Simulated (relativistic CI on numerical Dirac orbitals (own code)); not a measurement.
## One change at a time: Re²⁵⁺

Base calculation: Dirac-Coulomb-Breit CI, separate exchange-only KLI orbitals for each configuration, a model potential for QED, unscaled Slater integrals.

CI space (outside the closed core [Ar] 3d10 4p6 4d10): 4s2 4f4, 4s2 4f3 5s, 4s2 4f2 5s2, 4s2 4f3 5p, 4s2 4f2 5s 5p, 4s2 4f2 5p2, 4s2 4f3 5d, 4s2 4f2 5s 5d, 4s2 4f2 5p 5d, 4s2 4f3 5f, 4s2 4f3 6s, 4s2 4f3 6p, 4s 4f3 5s2. Levels of other configurations are missing.

Variants: (1) configuration mixing switched off. Shifts of the energy above 4s2 4f4 5I_4, in cm⁻¹, for the lowest level and the first level of each name with at least 55 % of one term (blank where a level changes its place among those of its configuration and J or its character, or is not in the variant):

```csv
Level,Base,Δ(1)
4s2 4f4 5I_4,0.0,0.0
4s2 4f4 5I_5,15302.2,-4.8
4s2 4f4 5I_6,28412.3,-3.8
4s2 4f4 5I_7,39040.2,-2.9
4s2 4f4 5F_1,46026.4,-28.0
4s2 4f4 5I_8,47839.2,-6.1
4s2 4f4 5F_3,53577.6,-1.8
4s2 4f4 5S_2,59279.7,-51.4
4s2 4f4 3K_6,61361.0,-9.2
4s2 4f4 5F_4,69636.1,+1.9
4s2 4f4 5G_4,81461.0,+1.0
4s2 4f4 3P_1,89395.3,-4.6
4s2 4f4 3L_8,92216.7,-39.5
4s2 4f4 3M_9,93491.4,-29.4
4s2 4f4 3P_0,93864.2,+31.5
4s2 4f4 5G_5,94507.7,-14.1
4s2 4f4 3F_4,96926.3,-2.3
4s2 4f4 3F_2,104496.3,+129.3
4s2 4f4 5D_1,105313.1,-19.0
4s2 4f4 3I_7,110307.9,-36.1
4s2 4f4 3M_10,112237.6,-30.1
4s2 4f4 5D_2,113874.6,-44.0
```

At this charge energies of transitions that change n are usually good to better than 1 %, and those within a shell (Δn = 0) to a few per cent. Terms inside the open d or f shell come out 10 to 20 % too wide with unscaled integrals.

Ionisation energy from the two ground configurations alone: base 786.814 eV. The NIST ASD value (theoretical) is 810 eV. The gap of more than 2 % comes from missing correlation, or from a tabulated value that is itself an estimate.

LS names give the leading component of a level, which can be under half, so a name can repeat, a term be missing and a line seem to break the LS rules.
